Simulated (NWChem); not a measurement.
Correlation energy of CClF2

```xyz
4

F      1.0532    -0.0780    -1.0793
C      0.4266     0.3236     0.0000
F      1.0532    -0.0780     1.0793
Cl    -1.2657    -0.0316     0.0000
```
Charge 0, spin multiplicity 2.

Program: NWChem. Structure: optimised with UPBE0/def2-SVP, a minimum by its harmonic frequencies.

Basis set: STO-3G. Each correlation energy counts from its own Hartree-Fock reference.

The correlated methods keep 8 core orbitals frozen. The structure started from a generated list of species. The unpaired electrons of the parent sit in orbitals of symmetry a' (Cs labels of the run); other states weren't searched. No SCF solution was tested for a lower state. Open-shell Hartree-Fock references start from PBE0 orbitals. No row is a measurement; the coupled-cluster row has its own basis-set and correlation limits.

| method | correlation energy (mHa) |
|---|---|
| UMP2 | (withheld) |
| CCSD(T) on UHF | (withheld) |
| CCSD on ROHF | -103.9 |
| CCSDT on ROHF | -109.5 |
| CCSD on UHF | -102.8 |
| CCSD[T] on UHF | -108.1 |
| SCS-UMP2 | -84.7 |
| CCSD(T) on ROHF | -108.7 |
| CCSD[T] on ROHF | (withheld) |

**Question.** Some entries are withheld; supply them.

**Answer.** 
- UMP2, correlation energy (mHa): -82.6
- CCSD(T) on UHF, correlation energy (mHa): -107.3
- CCSD[T] on ROHF, correlation energy (mHa): -109.7
